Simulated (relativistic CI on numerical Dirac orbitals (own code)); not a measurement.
These numbers are calculated, not measured: Dirac-Coulomb-Breit CI, separate exchange-only KLI orbitals for each configuration, model QED, valence Slater integrals scaled by 0.85, configuration energies shifted to the measured levels that pair with them (semi-empirical) (own radial code, finite nucleus).

Configuration list (outside the closed core [Xe] 4f14): 5d9 6s, 5d8 6s2, 5d10, 5d8 6s 6p, 5d9 6p, 5d9 6d, 5d9 7s, 5d7 6s 6p2, 5d7 6s2 6p, 5d9 7p, 5d9 8s, 5d9 8p, 5d9 7d, 5d9 5f, 5d9 8d, 5d9 6f, 5d9 5g, 5d9 7f, 5d8 6s 8s, 5d8 6s 7s, 5d8 6s 8p, 5d8 6s 7d, 5d8 6s 5f, 5d8 6s 8d, 5d8 6s 6f, 5d8 6s 5g, 5d8 6s 7f, 5d8 6p2, 5d8 6s 7p, 5d8 6s 6d. Levels of other configurations are missing.

Configurations whose levels could be paired with our table of measured levels were shifted onto them, all but the ground configuration, by the median error of their levels; single terms can still be off by 1,000 to 2,000 cm⁻¹ or more, and rates follow the energies as ν³ (E1, M1) or ν⁵ (E2). The others borrow a shift and can be off by several thousand cm⁻¹ or more. The fine structure of a lone outer electron comes out too small, for d and f at times inverted, and misplaced configurations move strength between like terms. 11 of the 30 excited levels that our extract of the measured tables holds in this range could be paired (the sources list more); they are missed by 473 cm⁻¹ on average and 1327 at most, after the shifts were fitted to these levels, and levels without a partner can miss by more. Some levels of the ground configuration have no partner and can miss by 10 % or more.

Outline of the computed level scheme of Pt I. Lowest level of each configuration: 5d9 6s 3D_3 at 0.0000 eV; 5d8 6s2 3F_4 at 0.0869 eV; 5d10 1S_0 at 0.7614 eV; 5d8 6s 6p 5D°_4 at 3.7743 eV; 5d9 6p 3P°_2 at 4.0572 eV.

Some strong electric-dipole decays among the lowest 45 levels: 5d8 6s 6p 3G°_5 → 5d8 6s2 3F_4 (1.7e+08 s⁻¹); 5d8 6s 6p 5D°_1 → 5d9 6s 1D_2 (7.3e+07 s⁻¹); 5d8 6s 6p 5F°_3 → 5d9 6s 3D_3 (6.6e+07 s⁻¹); 5d8 6s 6p 3F°_3 → 5d9 6s 1D_2 (5.5e+07 s⁻¹); 5d8 6s 6p 3F°_2 → 5d9 6s 1D_2 (4.8e+07 s⁻¹); 5d8 6s 6p 5G°_2 → 5d9 6s 3D_2 (4.5e+07 s⁻¹); 5d8 6s 6p 5F°_3 → 5d9 6s 3D_2 (4.0e+07 s⁻¹); 5d8 6s 6p 5P°_2 → 5d9 6s 3D_3 (3.9e+07 s⁻¹).

Rates of lines that live on the mixing of spin multiplicities can be off by large factors.

LS names give the leading component of a level, which can be under half, so a name can repeat, a term be missing and a line seem to break the LS rules.
